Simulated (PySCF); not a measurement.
Mapped SMILES: `[N:1]#[C:2][c:3]1[cH:4][cH:5][c:6](/[CH:7]=[CH:8]/[Cl:9])[cH:10][cH:11]1`; H(Xn) means a hydrogen on atom n.

Theoretical values (PySCF): GIAO PBE0/pcSseg-1 shieldings, coordinates at the GFN2-xTB level. Non-relativistic, rapidly exchanging positions averaged, a single conformation, in vacuum.

δ = σ(ref) − σ, references computed at the same level: TMS for 13C, 1H; NH3 for 15N; 35Cl vs HCl.

```tsv
atoms	nucleus	count	δ (ppm)
H(C7)	1H	1	6.86
C4/C11	13C	2	140.5
C6	13C	1	?
H(C5)/H(C10)	1H	2	7.63
C2	13C	1	?
H(C4)/H(C11)	1H	2	?
C3	13C	1	116.6
Cl9	35Cl	1	223
N1	15N	1	318.8
C8	13C	1	136.9
H(C8)	1H	1	?
C7	13C	1	139.8
C5/C10	13C	2	131.3
```

Task: Estimate the values marked ?.

Result: 
- C6: 142.7 ppm, substituted aromatic carbon
- C2: 124.3 ppm, nitrile carbon; C≡N carbons fall here, among the sp2 signals but without a proton
- H(C4)/H(C11): 7.91 ppm, hydrogen on an aromatic CH; ring-current deshielding
- H(C8): 7.23 ppm, hydrogen on an alkene CH; attached to an sp2 carbon and in the plane of the double bond

Carbons that carry Cl, above all several Cl atoms, come out too deshielded, partly because spin–orbit coupling is missing. Shifts are as computed. Against solution values, carbons near 30 ppm lie about +3 ppm off and those near 130 ppm about +5 ppm; carbons on Cl a further +6 ppm. Of 1211 compounds with measured shifts, 218 miss one by over three times the rms of a fit or turn the order of signals round; such compounds aren't used in these exercises. Experimental scales use liquid or dissolved standards, which lie at an offset from isolated NH3 (liquid NH3: subtract about 20 ppm). Unscaled 15N shifts of sp2 nitrogen come out 20 to 40 ppm too high even then.
